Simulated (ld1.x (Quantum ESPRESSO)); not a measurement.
Before and after: TM semilocal potential for Rh (Z = 45)

* Element: rhodium (Rh)
* Generator: ld1.x (Quantum ESPRESSO) 7.5
* Type: norm-conserving Troullier–Martins (semilocal form)
* Functional: revPBE
* Relativity: scalar-relativistic
* Frozen core: [Ar] 3d10
* Valence charge: 17
* Reference configuration: 4s2 4p6 4d7 5s0 5p0 (charge +2)
* Partial waves: 4p (bound): rc 1.40 bohr; 4d (bound): rc 1.50 bohr; 4s (bound): rc 0.95 bohr
* Local potential: the s channel
* Core correction: none

All-electron outer shells of the reference configuration (revPBE, scalar-relativistic, ld1.x):

| shell | level (eV) | outermost node (bohr) | outermost maximum (bohr) |
| --- | --- | --- | --- |
| 3d | -321.65 | – | 0.29 |
| 4s | -103.37 | 0.47 | 0.88 |
| 4p | -71.17 | 0.47 | 0.94 |
| 4d | -25.66 | 0.46 | 1.13 |
| 5s | -19.52 | 1.17 | 2.35 |
| 5p | -13.71 | 1.31 | 2.84 |

Change: wave 4p (bound): rc 1.40 bohr becomes 4p (bound): rc 1.96 bohr.

Cutoffs: the cutoffs (Ry, on a coarse ladder) from which the occupation-weighted sum of valence levels, in a spherical-Bessel basis at the reference potential, stays within 10 and 1 mRy of its value at 400 Ry; they do not see the model core or the augmentation charge, which bear on the density cutoff. Errors are all-electron minus pseudo energies relative to the spin-unpolarised reference configuration.

Predict the effect on cutoff, ghosts and configuration errors.

The potential gets neither clearly harder nor softer (140 Ry and 230 Ry → 140 Ry and 230 Ry); the s channel sets the loose cutoff, while the largest relative change is in p, which becomes softer; of the 7 tests that both files solve, the error grows in 4 and shrinks in 0 by more than 15 % and 0.3 meV (median size 36.9 → 40.1 meV); neither file shows a bound ghost. More of the atom is replaced by a form fitted at one configuration, so other configurations suffer. A semilocal file is local in each channel, so a ghost entry of none says nothing of the separable form that plane-wave codes build from it.

| quantity | base | changed |
| --- | --- | --- |
| cutoff, loose | 140 Ry | 140 Ry |
| cutoff, tight | 230 Ry | 230 Ry |
| loose cutoff by channel (10 mRy a level) | p 45 Ry, d 50 Ry, s 110 Ry | p 30 Ry, d 50 Ry, s 110 Ry |
| bound ghosts | none | none |
| error for 4s2 4p6 4d8 5s1 5p0, meV [ΔE -26.75 eV] | +67 | +68 |
| error for 4s2 4p6 4d8 5s0 5p0, meV [ΔE -19.42 eV] | +1.6 | +2.5 |
| error for 4s2 4p6 4d6 5s0 5p0, meV [ΔE 32.43 eV] | +0.2 | +2.9 |
| error for 4s2 4p6 4d8 5s0 5p1, meV [ΔE -23.19 eV] | +37 | +107 |
| error for 4s2 4p6 4d5 5s0 5p0, meV [ΔE 79.31 eV] | +11 | +27 |
| error for 4s2 4p6 4d8 5s0.5 5p0, meV [ΔE -23.89 eV] | +39 | +40 |
| error for 4s1 4p6 4d8 5s1 5p0, meV [ΔE 62.22 eV] | +83 | +89 |
